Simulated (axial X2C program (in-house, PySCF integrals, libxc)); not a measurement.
**InC: properties at the nuclei**

Computed with an in-house all-electron X2C program for linear molecules (integrals from PySCF): two-component X2C with atomic mean-field Coulomb and Gaunt terms, Gaussian nuclei, basis In dyall-cv3z, C dyall-v3z with contracted cores.

R = 2.205 Å (near the PBE0 minimum at charge 0 of the determinant lowest at the starting distance; the state shown can have its own minimum elsewhere).

Determinant lowest in the PBE0 search, Ω = 3/2 (⟨Sz⟩ = 1.50, ⟨Lz⟩ = 0.00 at PBE0), spin on the atoms In 0.25, C 1.25:

| level | Eeff magnitude (GV/cm) | Ws magnitude In (kHz) | A∥/gI In (MHz) | qzz In (a.u.) | A∥/gI C (MHz) | qzz C (a.u.) | μ (D) |
| --- | --- | --- | --- | --- | --- | --- | --- |
| PBE0 | 3.37 | 1.43 | -138 | -3.80 | 14.9 | -0.01 | -2.78 |
| HF | 3.11 | 1.32 | -213 | -4.68 | 55.9 | 0.05 | -2.45 |
| LDA | 3.59 | 1.51 | -35.8 | -3.42 | 26.9 | -0.06 | -2.64 |
| PBE | 3.57 | 1.5 | -60.5 | -3.42 | 12.7 | -0.05 | -2.68 |
| TPSSh | 3.26 | 1.38 | -106 | -3.70 | 32.4 | -0.02 | -2.69 |

Determinant 1.28 eV from it at PBE0 and this distance, Ω = 1/2 (⟨Sz⟩ = 0.50, ⟨Lz⟩ = 0.00 at PBE0), spin on the atoms In 0.12, C 0.38:

```csv
level,Eeff magnitude (GV/cm),Ws magnitude In (kHz),A∥/gI In (MHz),qzz In (a.u.),A∥/gI C (MHz),qzz C (a.u.),μ (D)
PBE0,5.21,6.19,-6.57,-3.00,98.1,-0.18,-2.64
HF,1.37,1.78,-686,-3.86,147,-0.19,-2.53
LDA,5.31,6.27,612,-2.65,103,-0.25,-2.44
PBE,5.33,6.3,360,-2.62,106,-0.24,-2.47
TPSSh,5.6,6.64,97.1,-2.73,117,-0.24,-2.54
```

Eeff is the effective electric field on the electron electric dipole moment in this Ω state and Ws the scalar–pseudoscalar constant of the nucleus named (defined with the proton number Z and per Ω); A∥ (defined per Ω) follows by multiplying with gI = μI/(I μN); qzz is the electric field gradient, eQq0 = 234.96 MHz × Q/barn × qzz; μ is positive if the C end (last atom) is positive. The operators were transformed with the bare-nucleus X2C matrices; with these basis sets, hyperfine constants and field gradients can be off by tens of per cent, and where levels differ in sign neither size nor sign is settled.

Problem. With Q(115In) = 0.772 barn (Q from Pyykkö, Mol. Phys. 2018), turn the PBE0 values of the first state into constants in MHz.

Solution. eQq0(115In) = 234.96 × (0.772) × (-3.80) = -689 MHz.

Each state is one determinant with collinear spin, which with several unpaired electrons need not be a pure state. Unrestricted Hartree–Fock can overshoot spin polarisation at the nuclei. This is the top spin component of a Σ state; components of lower Ω are not single determinants and can lie lower. With several open shells hyperfine constants can be off by a factor of several. Where Eeff spreads by more than a factor of two the levels disagree and none is to be relied on. The search compared states at one distance, so a state with another bond length can lie lower. Further determinants of the search, some of them spin-mixed, are not shown. Where a field gradient or hyperfine factor spreads by more than a factor of two over the levels, a constant derived from it is not to be relied on. PBE0 term energies can be off by some tenths of an eV.
